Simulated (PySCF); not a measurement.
Compound: C6H8OSSi.
Z-matrix (Å and degrees, PBE0-D3(BJ)/def2-SVP geometry), rows numbered from 1:
```
C 
C   1  1.3442
O   2  1.3560  1  123.75
Si  3  1.6821  2  127.68  1    -0.09
C   2  1.4628  1  124.59  3   179.90
C   5  1.3786  2  130.10  1     1.79
C   6  1.4173  5  112.81  2  -179.87
C   7  1.3730  6  112.39  5    -0.04
S   8  1.7126  7  111.95  6    -0.01
H   1  1.0918  2  121.70  3     0.31
H   1  1.0889  2  120.76  3  -179.67
H   4  1.4922  3  110.33  2    60.81
H   4  1.4850  3  104.77  2  -179.72
H   4  1.4923  3  110.31  2   -60.27
H   6  1.0904  5  123.22  2     0.28
H   7  1.0908  6  124.10  5  -179.96
H   8  1.0893  7  127.94  6  -179.92
```

Definitions: NICS(0) = −σiso at the ring centroid; NICS(1) = −σiso and NICS(1)zz = −σzz at ±1 Å along the ring normal z. Level: GIAO B3LYP/pcSseg-1 (PySCF, non-relativistic, gas phase) on the PBE0-D3(BJ)/def2-SVP geometry, one conformer.

Ring bond lengths (Å): C5–C6 1.379, C6–C7 1.417, C7–C8 1.373, C8–S9 1.713, S9–C5 1.729.

Q: Give the NICS values of each ring in ppm.

A: 
```tsv
ring	type	NICS(0)	NICS(1), two faces	NICS(1)zz, two faces	rms pucker (Å)	centre to ring atoms, mean (Å)
C5–C6–C7–C8–S9	5-membered ring with S; formal bonds all aromatic	-12.1	-10.9 / -10.9	-25.1 / -25.0	0.00	1.29
```

Q: What do they say, and how far can they be read as aromaticity?

A: 
- C5–C6–C7–C8–S9: mean NICS(1)zz -25.0 ppm, shielded. The ring is flat and has no four-coordinate atom; by the NICS criterion it is aromatic.

Q: What does the geometric index give? HOMA = 1 − mean of α(R − Ropt)² over the ring bonds, with Krygowski's 1993 parameters (CC: Ropt 1.388 Å, α 257.7 Å⁻²; CS: Ropt 1.677 Å, α 94.09 Å⁻²).

A: 
- C5–C6–C7–C8–S9: HOMA 0.86; the largest term is that of S9–C5, α(R − Ropt)² = 0.26. The geometric and the magnetic index point the same way.

Q: At the first NICS(1) probe listed for ring C5–C6–C7–C8–S9, 1 Å off the ring, what do the in-plane components average?

A: The isotropic value is a third of the trace: (3 × -10.9 − (-25.1))/2 = -3.8 ppm.

Q: How do the values depend on the level or the medium?

A: 
| level | NICS(0), C5–C6–C7–C8–S9 | mean NICS(1)zz, C5–C6–C7–C8–S9 |
| --- | --- | --- |
| B3LYP/pcSseg-1, gas | -12.1 | -25.0 |
| PBE0/pcSseg-1, gas | -12.3 | -25.6 |
| PBE0/pcSseg-1, IEF-PCM acetonitrile | -12.1 | -25.6 |
| PBE0/pcSseg-1, IEF-PCM dichloromethane | -12.1 | -25.6 |

The geometry is the same throughout; the continuum's cavity takes Bondi-type radii × 1.2.
